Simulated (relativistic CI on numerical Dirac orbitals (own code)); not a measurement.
Sensitivity of the levels of Pt⁶⁰⁺ to α and to the nuclear radius

These numbers are calculated, not measured: Dirac-Coulomb-Breit CI, orbitals from a KLI potential per configuration, derivatives by finite differences, unscaled Slater integrals, QED left out (own radial code, finite nucleus).

Configuration list (outside the closed core [Ne]): 3s2 3p6, 3s2 3p5 3d, 3s 3p6 3d, 3p6 3d2, 3p5 3d3. Double excitations out of closed p, d and f shells are left out; levels of such configurations are missing from the list, as are those of other unlisted configurations, and high levels can miss mixing partners.

With x = (α/α₀)² − 1 an excitation energy changes as ω = ω₀ + qx; K = 2q/ω₀ is the relative enhancement. Terms are leading LS components, so labels can repeat. The field-shift factor is F = δν/δ⟨r²⟩ for the transition from the lowest level.

Lowest level 3s2 3p6 1S_0.

```
           Level  ω₀ (cm⁻¹)   q (cm⁻¹)      K  F (GHz/fm²)
3s2 3p5 3d 3P°_0    2056666     139400  0.136         27.6
3s2 3p5 3d 3P°_1    2158022     158100  0.147         28.6
3s2 3p5 3d 3F°_3    2189588     131000   0.12         28.1
3s2 3p5 3d 3D°_2    2227030     139100  0.125         28.4
3s2 3p5 3d 3F°_4    2932276     952500   0.65           53
3s2 3p5 3d 1D°_2    2980657     961900  0.645         52.6
3s2 3p5 3d 3D°_3    3078580     960700  0.624           54
3s2 3p5 3d 1P°_1    3336187     991200  0.594         45.4
3s2 3p5 3d 3F°_2    5741848   4.61e+06   1.61         -769
3s2 3p5 3d 1P°_1    6070286  4.625e+06   1.52         -766
3s2 3p5 3d 3P°_2    6560403  5.444e+06   1.66         -744
3s2 3p5 3d 3F°_3    6604199  5.446e+06   1.65         -745
  3s 3p6 3d 3D_1    7720022  5.075e+06   1.31       -11400
```

At this charge energies of transitions that change n are usually good to better than 1 %, and those within a shell (Δn = 0) to a few per cent.
